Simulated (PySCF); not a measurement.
Does the answer move with the share of exact exchange?

Species: C₂H₆O₂Si.
Z-matrix (Å and degrees, PBE0-D3(BJ)/def2-SVP geometry), rows numbered from 1:
```
O 
C   1  1.2024
O   2  1.3184  1  125.66
C   3  1.4338  2  118.59  1    -0.02
Si  4  1.9161  3  120.96  2    -1.29
H   2  1.1080  1  124.28  3   179.84
H   4  1.1021  3  106.55  2   122.21
H   4  1.1019  3  106.44  2  -124.63
H   5  1.4882  4  114.53  3   -66.04
H   5  1.5062  4   99.43  3  -179.15
H   5  1.4879  4  114.72  3    67.69
```

PySCF, pcSseg-2 basis, density fitting, gas phase, PBE0-D3(BJ)/def2-SVP geometry. One functional is left out:

| functional | exact exchange (%) | HOMO energy (eV) | LUMO energy (eV) |
| --- | --- | --- | --- |
| B97-D | 0 | -6.97 | -1.42 |
| BLYP | 0 | -6.86 | -1.42 |
| BP86 | 0 | -7.04 | -1.59 |
| LDA | 0 | -7.04 | -1.79 |
| OPBE | 0 | -6.89 | -1.37 |
| PBE | 0 | -6.93 | -1.52 |
| B97-2 | 21 | -8.16 | -0.43 |
| PBE0 | 25 | -8.41 | -0.37 |
| mPW1PW91 | 25 | -8.46 | -0.39 |
| BHandHLYP | 50 | -9.85 | 0.81 |

**Question.** Predict the row of B3LYP (20 % exact exchange) by straight lines through the other rows, and check it.

**Answer.** 
```csv
property,line,computed,computed − line,"B97-2 (21 %), for comparison"
HOMO energy (eV),-8.12,-8.21,-0.09,-8.16
LUMO energy (eV),-0.58,-0.67,-0.09,-0.43
```

**Question.** Which of these properties follows the share of exact exchange most closely, and which least?

**Answer.** Most closely the HOMO energy, least the LUMO energy; the correlations over the tabulated rows are HOMO energy -0.998, LUMO energy 0.989. The HOMO energy moves by -0.582 eV for every 10 %. Functionals with the same share still differ in their other parts: at 0 % BLYP and BP86 differ by 0.18 eV in it.
